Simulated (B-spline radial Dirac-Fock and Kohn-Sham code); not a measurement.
Calculated with a radial atomic solver, using relativistic Hartree-Fock (Dirac-Fock) wave functions, averaged over the configuration.

**Question.** This computed X-ray form factor belongs to an atom or ion in its tabulated ground configuration. Which?

| sin θ/λ (Å⁻¹) | f₀ |
| --- | --- |
| 0.1 | 25.945 |
| 0.2 | 25.780 |
| 0.3 | 25.508 |
| 0.5 | 24.664 |
| 0.7 | 23.469 |
| 1.1 | 20.342 |
| 1.2 | 19.471 |
| 1.8 | 14.280 |
| 2.5 | 9.642 |

**Answer.** Lu⁴⁵⁺, with 26 electrons in [Ar] 3d8. f₀ tends to the number of electrons as s goes to zero, which the first rows give only roughly, and the rate of fall reflects the nuclear charge, 71.
